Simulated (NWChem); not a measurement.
System: GeH4O; SMILES [OH][GeH3]

NWChem input:

```
start job
memory heap 200 mb stack 900 mb global 1100 mb
geometry units angstroms noautosym nocenter noautoz
  Ge    -0.012236    -0.315161     0.000000
  O     -0.079770     1.466628     0.000000
  H      0.718137    -0.826876    -1.260453
  H     -1.481774    -0.751724     0.000000
  H      0.718137    -0.826876     1.260453
  H      0.794020     1.870550     0.000000
end
basis spherical
  * library def2-tzvp
end
dft
  xc xcamb88 1.00 lyp 0.81 vwn_5 0.19 hfexch 1.00
  cam 0.33 cam_alpha 0.19 cam_beta 0.46
  iterations 150
end
property
  efieldgrad
end
task dft property
```

Excerpt of the output:

```
             Northwest Computational Chemistry Package (NWChem) 7.3.0
             --------------------------------------------------------

                             Geometry "geometry" -> ""
                             -------------------------

 Output coordinates in angstroms (scale by  1.889725989 to convert to a.u.)

  No.       Tag          Charge          X              Y              Z
 ---- ---------------- ---------- -------------- -------------- --------------
    1 Ge                  32.0000    -0.01223600    -0.31516100     0.00000000
    2 O                    8.0000    -0.07977000     1.46662800     0.00000000
    3 H                    1.0000     0.71813700    -0.82687600    -1.26045300
    4 H                    1.0000    -1.48177400    -0.75172400     0.00000000
    5 H                    1.0000     0.71813700    -0.82687600     1.26045300
    6 H                    1.0000     0.79402000     1.87055000     0.00000000

 Effective nuclear repulsion energy (a.u.)     126.4649405113

                              NWChem Property Module
                              ----------------------

  itol2e modified to match energy
  convergence criterion.

                                 NWChem DFT Module
                                 -----------------

 Summary of "ao basis" -> "ao basis" (spherical)
 ------------------------------------------------------------------------------
       Tag                 Description            Shells   Functions and Types
 ---------------- ------------------------------  ------  ---------------------
 Ge                        def2-tzvp                16       48   6s5p4d1f
 O                         def2-tzvp                11       31   5s3p2d1f
 H                         def2-tzvp                 4        6   3s1p

  itol2e modified to match energy
  convergence criterion.

[...]

          -----------------------
          Electric field gradient
          -----------------------

 1 a.u. = 0.324123 10**(16) esu/cm**3  ( or statvolts/cm**2 ) = 0.97174 10**(22) v/m**2

 ------------------------------------------------------------
   Atom      X         Y         Z
 ------------------------------------------------------------
    1 Ge  -0.02312  -0.59557   0.00000
 ------------------------------------------------------------

 Electric field gradient in molecular frame (a.u.)
         XX             YY             ZZ             XY             XZ             YZ
 ------------------------------------------------------------------------------------------
        0.699840      -1.250258       0.550418       0.005690       0.000000       0.000000

 Principal components (a.u.) and orientation
 of principal axis w.r.t. absolute frame                      Asymmetry parameter eta
 --------------------------------------------------------------------------------------
       -1.250275       0.699857       0.550418                       0.119524

       -0.002918       0.999996      -0.000000
        0.999996       0.002918       0.000000
       -0.000000       0.000000       1.000000

 ------------------------------------------------------------
   Atom      X         Y         Z
 ------------------------------------------------------------
    2 O   -0.15074   2.77153   0.00000
 ------------------------------------------------------------

 Electric field gradient in molecular frame (a.u.)
         XX             YY             ZZ             XY             XZ             YZ
 ------------------------------------------------------------------------------------------
       -0.648546      -0.738464       1.387009      -0.721225       0.000000       0.000000

 Principal components (a.u.) and orientation
 of principal axis w.r.t. absolute frame                      Asymmetry parameter eta
 --------------------------------------------------------------------------------------
       -1.416130       1.387009       0.029121                       0.958873

        0.684757       0.000000       0.728772
        0.728772       0.000000      -0.684757
       -0.000000       1.000000      -0.000000

 ------------------------------------------------------------
   Atom      X         Y         Z
 ------------------------------------------------------------
    3 H    1.35708  -1.56257  -2.38191
 ------------------------------------------------------------

 Electric field gradient in molecular frame (a.u.)
         XX             YY             ZZ             XY             XZ             YZ
 ------------------------------------------------------------------------------------------
        0.021986       0.042033      -0.064019       0.029526       0.077003      -0.051753

 Principal components (a.u.) and orientation
 of principal axis w.r.t. absolute frame                      Asymmetry parameter eta
 --------------------------------------------------------------------------------------
       -0.129864       0.067284       0.062579                       0.036230

       -0.477213       0.828791       0.292185
        0.327488      -0.140817       0.934303
        0.815487       0.541549      -0.204220

 ------------------------------------------------------------
   Atom      X         Y         Z
 ------------------------------------------------------------
    4 H   -2.80015  -1.42055   0.00000
 ------------------------------------------------------------

[...]
```

Level: CAM-B3LYP/def2-TZVP. Geometry: optimised at PBE0/def2-SVP. NWChem prints the field gradient with the sign opposite to the second derivative of the potential.
